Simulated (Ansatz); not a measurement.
Geometry optimisation, Ansatz, RKS B3LYP-D4/def2-TZVP.

Input:

```yaml
crystal:
  periodic: [false, false, false]
  atoms:
    - { symbol: Zn, position_ang: [0.0, 0.0, 0.0] }
    - { symbol: O, position_ang: [0.0, 0.0, 2.14] }
    - { symbol: H, position_ang: [-0.9095, -0.2814, 2.4771] }
    - { symbol: Cl, position_ang: [0.0, 0.0, -2.24] }
    - { symbol: H, position_ang: [1.7115, 0.4692, 0.5897] }
    - { symbol: H, position_ang: [1.3241, 0.363, 1.5381] }
basis:
  gaussian: { orbitals: def2-TZVP }
hamiltonian:
  xc: b3lyp
  dispersion: d4
relax:
  f_tol: 0.15
  max_steps: 25
  restrain:
    - { distance: [0, 4], at: 2.77, k: 30.0 }
    - { distance: [5, 1], at: 2.21, k: 30.0 }
    - { distance: [0, 1], at: 1.79, k: 30.0 }
    - { distance: [5, 4], at: 0.66, k: 30.0 }
output:
  orbitals: {}
```

Command:

```bash
$ ansatz run input.yaml --threads 4 --pin off --max-ram 5120MiB --backend cpu --events-out ev --progress --plain --runs-dir out
```

**Question.** Where does it end, and by what steps?

**Answer.** It converged. The restraints hold the end off the free minimum; the threshold counts their pulls, which the force column leaves out. Restrained pairs: Zn1–H5 (1.87 → 2.77 Å), O2–H6 (1.50 → 2.21 Å), Zn1–O2 (2.14 → 1.79 Å), H5–H6 (1.03 → 0.71 Å). After 7 steps the energy has fallen by 1.791 eV (the restraints' own energy left out); H5 moved furthest, 0.63 Å.

```
step  energy less start (eV)  largest force component (eV/Å)  accepted
   0                  0.0000                           2.754       yes
   1                 -0.9460                           2.735       yes
   2                 -1.3018                           2.736       yes
   3                 -1.6844                           2.087       yes
   4                 -1.6788                           2.517       yes
   5                 -1.7428                           0.901        no
   6                 -1.7823                           1.029       yes
   7                 -1.7912                           1.126       yes
```

```xyz
6
Properties=species:S:1:pos:R:3
Zn -0.300 -0.088 0.083
O -0.288 -0.090 1.870
H -1.107 -0.327 2.315
Cl -0.232 -0.062 -2.014
H 2.262 0.619 0.866
H 1.792 0.499 1.385
```

Time of the run: 15 s on 4 threads of Arm Neoverse V1 (shared host), peak memory 0.32 GiB.
